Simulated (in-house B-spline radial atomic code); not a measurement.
**Ionising the molybdenum ion Mo⁺ with different functionals**

Computed with an all-electron radial atomic-structure program (B-spline basis): scalar-relativistic (spin-free X2C) Hamiltonian, Fermi nucleus of rms radius 4.4091 fm, spin-polarised at highest spin, spherical fractional occupations for the functionals, and exact exchange of hybrids averaged over the configuration. The ionisation energy is the difference of two self-consistent energies, [Kr] 4d5 → [Kr] 4d4, without Breit or QED terms; ε is the level of the shell that loses the electron (its least bound occupied spin orbital). There is no spin-orbit coupling in this Hamiltonian.

```csv
method,rung,ΔSCF (eV),-ε(4d) (eV)
PBE0,global hybrid,16.37,12.79
B3LYP,global hybrid,16.29,12.39
TPSSh,global hybrid,16.37,11.86
BHandHLYP,global hybrid,15.92,13.87
r2SCAN0,global hybrid,16.52,12.94
B97-1,global hybrid,16.11,12.28
HSE06,range-separated hybrid,16.37,12.38
CAM-B3LYP,range-separated hybrid,16.15,14.00
LC-wPBE,range-separated hybrid,16.17,15.44
```

Question: Among the functionals, which spreads more, the ΔSCF values or the orbital energies?

Answer: The orbital energies: ΔSCF values span about 0.60 eV and the orbital energies 3.58 eV; here energy differences depend much less on the functional than eigenvalues do.

Question: How do they compare with the NIST value?

Answer: NIST lists 16.2 eV ± 0.12 (semi-empirical, ground level to ground level). Errors run from -0.24 to +0.36 eV; LC-wPBE is closest (+0.01 eV), though others lie within the uncertainty of it, and part of that can be cancellation, since the calculations leave out spin-orbit coupling, Breit-QED terms, multiplet and fine-structure energies.
